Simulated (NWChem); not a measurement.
Molecule: C2HCl3Si; SMILES Cl[Si](Cl)(C#C)Cl

Results from NWChem. Structure relaxed at the PBE0/def2-SVP level.

Question: Taking Hartree-Fock/pcseg-2 as the yardstick, which of these has the fewest basis functions while keeping “dipole (D)” within 0.2 D of it: Hartree-Fock/STO-3G; Hartree-Fock/aug-pcseg-1; Hartree-Fock/def2-SVP; Hartree-Fock/pcseg-1?

Answer: Hartree-Fock/def2-SVP.
```
level                     basis functions  dipole (D)
------------------------  ---------------  ----------
Hartree-Fock/STO-3G                    47        3.03
Hartree-Fock/pcseg-1                  105        2.68
Hartree-Fock/def2-SVP                 105        2.34
Hartree-Fock/aug-pcseg-1              163        2.26
Hartree-Fock/pcseg-2                  210        2.38
```

The yardstick is one finite set, not the basis-set limit.
